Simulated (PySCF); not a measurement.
## Levels of Er(57+) from EOM-EA-GCCSD

Reference: closed-shell Er(58+), [Ne]; one electron is added. Calculated with PySCF 2.14, two-component X2C-1e with screened spin-orbit coupling, an even-tempered Gaussian basis (17 s from 9.6 bohr⁻², ratio 2.6; 13 p from 12 bohr⁻², ratio 2.6; 6 d from 13 bohr⁻², ratio 2.8; 3 f from 280 bohr⁻², ratio 2.8); frozen 1s2; the 48 highest virtual spinors dropped; of the others 44 kept and the rest restored at second order. No Breit or QED terms. Binding energies in eV.

```json
{"level": "3s1/2", "Koopmans": "5819.3", "second order": "5820.1", "EOM-CCSD": "5820.1"}
{"level": "3p1/2", "Koopmans": "5679.2", "second order": "5680.2", "EOM-CCSD": "5680.2"}
{"level": "3p3/2", "Koopmans": "5425.8", "second order": "5426.7", "EOM-CCSD": "5426.7"}
{"level": "3d3/2", "Koopmans": "5254.9", "second order": "5255.6", "EOM-CCSD": "5255.6"}
{"level": "3d5/2", "Koopmans": "5197.3", "second order": "5197.9", "EOM-CCSD": "5197.9"}
```

Electric-dipole lines between these computed levels:

| lower | upper | ΔE (eV) | vacuum wavelength (nm) |
| --- | --- | --- | --- |
| 3s1/2 | 3p1/2 | 139.96 | 8.859 |
| 3s1/2 | 3p3/2 | 393.45 | 3.151 |
| 3p1/2 | 3d3/2 | 424.54 | 2.920 |
| 3p3/2 | 3d3/2 | 171.05 | 7.249 |
| 3p3/2 | 3d5/2 | 228.75 | 5.420 |

For comparison, the ionisation energy of Er(57+) is 5815 ± 6 eV (theoretical estimate listed by NIST; NIST Atomic Spectra Database, ionization energies).

Only part of the computed levels is shown.
